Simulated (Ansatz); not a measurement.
`C[O][SnH]([CH3])[OH]` + `O[SiH2]N[SiH2][AlH2]` → `[CH3][SnH]([OH])[AlH2]` + `CO[SiH2]N[SiH2]O`  (redistribution)

Gas-phase electronic energies from Ansatz, PBE0-D4/def2-TZVP geometries. CCSD(T)/CBS adds triple-zeta CCSD(T) − MP2 to the extrapolated MP2 energy (def2 sets, frozen cores). Functionals use def2-TZVPP. B3LYP here is the variant with VWN-RPA as its local correlation; programs differ in this. def2 core potentials past Kr. For Sn outer-core shells are correlated without core-valence functions, which leaves a few kJ/mol of doubt a bond. One conformer a species, not always the lowest.

(1) Is it downhill or uphill in electronic energy at CCSD(T)/CBS, and by how much? (Estimate.)

(2) What do these levels give: B3LYP-D4, r2SCAN, PBE0, HF/def2-TZVPP, MP2/def2-TZVPP, CCSD/CBS(def2)? (Estimate.)

Largest T1 diagnostic among the species: 0.013.

Results:

(1) Ansatz gave: Downhill: ΔE = -122.5 kJ/mol.

(2) The calculation gave: B3LYP-D4 -125.8, r2SCAN -123.7, PBE0 -118.4, HF/def2-TZVPP -129.9, MP2/def2-TZVPP -129.9, CCSD/CBS(def2) -124.4 kJ/mol.

From PBE to PBE0 (25 % exact exchange), in def2-TZVPP and without D4, ΔE moves by −8.3 kJ/mol. The D4 term adds −5.0 kJ/mol with B3LYP and −2.8 kJ/mol with PBE0; it sums over pairs of atoms, weighted by their polarisabilities, and B3LYP, whose exchange is more repulsive, gets the larger term.
